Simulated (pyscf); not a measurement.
`[O]1[SiH2][AsH]1` -> `[SiH3][O][As]` [singlet], a rearrangement (singlet surface; As–Si, As–H broken, H–Si formed). PySCF, gas phase, ωB97X-D3(BJ)/def2-SVP geometries. Correlated levels are frozen-core, on RHF or UHF. ΔMP2 is the change of the MP2 total energy from the triple- to the quadruple-zeta basis. Energies in kJ/mol from the reactant's lowest minimum found.

Small-basis levels: PySCF, no dispersion term, spherical d functions. 

Problem. Quick HF/6-31G*+LANL2DZ single points give ΔE‡ = 76.2 kJ/mol and ΔE = +13.4 kJ/mol. What does CCSD(T)/def2-TZVPP + ΔMP2(QZVPP) give, and how far is the quick result from it?

Solution. CCSD(T)/def2-TZVPP + ΔMP2(QZVPP) gives ΔE‡ = 147.8 kJ/mol and ΔE = +105.1 kJ/mol. HF/6-31G*+LANL2DZ lies 71.6 kJ/mol under it in the barrier and 91.7 kJ/mol under it in the reaction energy, so on this step it does not hold to within 12.6 kJ/mol. CCSD(T)/def2-TZVPP + ΔMP2(QZVPP) has limits of its own. H₃Si–O–As: [singlet] is an excited spin state; a restricted singlet puts such a state too high. cyclic H₃AsOSi (SMILES O1[SiH2][AsH]1) lies 49.2 kJ/mol over its isomer HO–SiH=AsH (electronic energy, ωB97M-D3(BJ)/def2-TZVP). H₃Si–O–As: [singlet] lies 151.7 kJ/mol over its isomer HO–SiH=AsH (electronic energy, ωB97M-D3(BJ)/def2-TZVP). This is the saddle that the search found; another between the same sides may lie lower. 2 of the closed-shell references are unstable towards spin polarisation; treat their single-reference values with care. The CCSD(T) − MP2 part came from Ansatz, without density fitting, on the same reference. The largest closed-shell T1 diagnostic is 0.085, which may signal static correlation. The frozen core leaves the outer d or s,p core shells of the metals and heavy elements correlated in the MP2 and CC values, and def2-TZVPP describes them poorly, which can shift differences by a few kcal/mol. In the def2 sets elements up to Kr have no core potential.
